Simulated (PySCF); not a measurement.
C₄H₅BF₂, SMILES C=C1C[C@@H](F)B1F.

The structure is a stationary point at PBE0-D3(BJ)/def2-SVP. The structure was generated by enumeration; whether it is a known compound was not checked.

Two levels are set side by side: TDA-PBE/def2-SVPD (PySCF) and TDA-ωB97X/def2-SVPD (PySCF). Vertical, same geometry. The lowest singlet is HOMO→LUMO 95 % with PBE and HOMO−1→LUMO 80 % with the other functional; states are paired by order. Differences are taken from unrounded values.

| quantity | TDA-ωB97X | TDA-PBE | TDA-PBE minus TDA-ωB97X |
|---|---|---|---|
| lowest singlet excitation (eV) | 4.94 | 3.83 | -1.11 |
| lowest triplet excitation (TDA) (eV) | 3.53 | 3.28 | -0.24 |
| first bright state (f over 0.05) (eV) | 6.01 | 5.55 | -0.47 |
| its oscillator strength | 0.12 | 0.23 | 0.11 |

Functionals without exact exchange tend to place singlet excitations lower, as here. Differences between two approximate levels are no errors against the true value.

Rough cost on one machine, each run with all the roots and properties that it gave: TDA-ωB97X against TDA-PBE about 5 times.
